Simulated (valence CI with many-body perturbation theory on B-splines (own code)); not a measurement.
Questions on Pt LXXIV

Calculated by valence CI with perturbative core correlation (CI+MBPT): three valence electrons over a frozen Dirac-Fock core [He], a basis of 9 s, 9 p, 8 d, 6 f, 3 g, 1 h functions for each j, with the one-electron correlation potential Σ1, the two-electron term Σ2, the three-electron term Σ3, Breit, model QED; selected CI, second order for the rest, scaled by the run's own slope (own B-spline code, finite nucleus).

No measured spectrum was set against this ion. As an estimate, large intervals hold to a few tenths of a per cent, small ones and those within an open d or f shell to about a per cent.

Levels are named by their leading jj configuration (3d3/2^4 stands for four electrons in 3d with j = 3/2), which in mixed levels can hold well under half, so a name can repeat and another be missing.

Rates and lifetimes use the calculated energies. Strong lines usually hold to 10 to 20 %, long lifetimes can be off by a factor of two.

(1) What is the ground level?

(2) What is the ionisation energy?

(3) Name the longest-lived excited levels whose lifetime is computed, and their main decay.

(4) What are the static dipole polarisabilities of the lowest levels?

(5) Among levels below 13437 eV, which E1 lines absorb most strongly from the ground level?

## Answers

(1) (2s^2 2p1/2) J=1/2, composition 100 % 2s²2p ²P°, g = 0.609.

(2) 21273 eV; NIST lists 21280 ± 90 eV (theoretical).

(3) (2s 2p1/2 2p3/2) J=5/2 at 2116 eV lives 98.4 ps, mostly by E1 to (2s^2 2p3/2) J=3/2; (2s 2p1/2^2) J=1/2 at 298 eV lives 34.1 ps, mostly by E1 to (2s^2 2p1/2) J=1/2; (2s^2 2p3/2) J=3/2 at 1864 eV lives 10.1 ps, mostly by E1 to (2s 2p1/2^2) J=1/2.

(4) (2s^2 2p1/2) J=1/2 0.000116 bohr³, of which the core gives 1.69e-07.

(5) to (2s^2 3d3/2) J=3/2 at 0.09727 nm, f = 0.546; to (2s 2p1/2 3p1/2) J=3/2 at 0.1004 nm, f = 0.194; to (2s 2p1/2 2p3/2) J=3/2 at 0.5643 nm, f = 0.189.
